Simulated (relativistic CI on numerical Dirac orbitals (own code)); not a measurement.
# Fe3+ in a cubic cluster: 2p photoemission with charge transfer

Computed with a charge-transfer multiplet model of a cubic metal-ligand cluster with up to one ligand hole, Slater and spin-orbit integrals from Dirac-Coulomb-Breit ions, Slater integrals scaled by 0.8. The ground state mixes d5 with configurations of k ligand holes L, whose averages lie at kΔ + k(k − 1)U_dd/2; a core hole lowers each added d electron by U_cd. 300 K, Lorentzian 0.6 eV and Gaussian 0.8 eV FWHM.

Atomic integrals in eV (Slater integrals scaled, ζ unscaled), ground: F2dd 9.587, F4dd 5.993, zeta_d 0.056; with the core hole: F2dd 10.973, F4dd 6.899, zeta_d 0.083, zeta_core 8.126, F2cd 6.510, G1cd 4.989, G3cd 2.838.

Cluster parameters (eV): U_dd = 6.7, U_cd = 7.6, 10Dq = 1.45, 10Dq(ligand) = 1.4, V(eg) = 2.25, V(t2g) = -1.16, final-state hopping factor = 1.

| Case | n_d | d5 | d6L | S |
| --- | --- | --- | --- | --- |
| Δ = 0.9 eV | 5.30 | 0.70 | 0.30 | 2.50 |
| Δ = 1.9 eV | 5.25 | 0.75 | 0.25 | 2.50 |
| Δ = 4.9 eV | 5.15 | 0.85 | 0.15 | 2.50 |

Weights, n_d and S are thermal averages at 300 K. Binding energies count from the first peak over 30 % of the highest in each spectrum, which can be another peak from case to case. The parameters are a model scan and need not match a compound or its usual spin state. Peaks in eV (height, largest 100):
- Δ = 0.9 eV: 0.0 (100), 1.4 (86), 4.2 (22), 8.4 (30), 9.8 (22), 14.0 (53), 15.2 (50), 22.6 (13), 24.0 (15)
- Δ = 1.9 eV: 0.0 (100), 1.4 (80), 4.5 (20), 8.0 (30), 9.4 (22), 14.0 (50), 15.3 (49), 22.2 (12), 23.6 (14)
- Δ = 4.9 eV: 0.0 (100), 1.0 (74), 5.6 (15), 7.6 (25), 14.0 (44), 15.4 (48), 21.6 (8), 23.0 (9)

For the case Δ = 1.9 eV, Δ = 1.9 eV is smaller than U_dd = 6.7 eV, the charge-transfer side of the Zaanen-Sawatzky-Allen scheme. With the core hole the configuration with one ligand hole lies at Δ − U_cd = -6.7, -5.7, -2.7 eV from the one without, in the order of the table; where this is negative the screened configuration lies lower, though the effective hopping of about 3.6 eV (from the holes of the mixed ground state) mixes the two strongly wherever it is as large as the gap.

With at most 1 ligand hole the space is cut while the next configuration still counts, so covalency is underestimated, and a final configuration with one more ligand hole, which can lie low, is missing from the spectra.
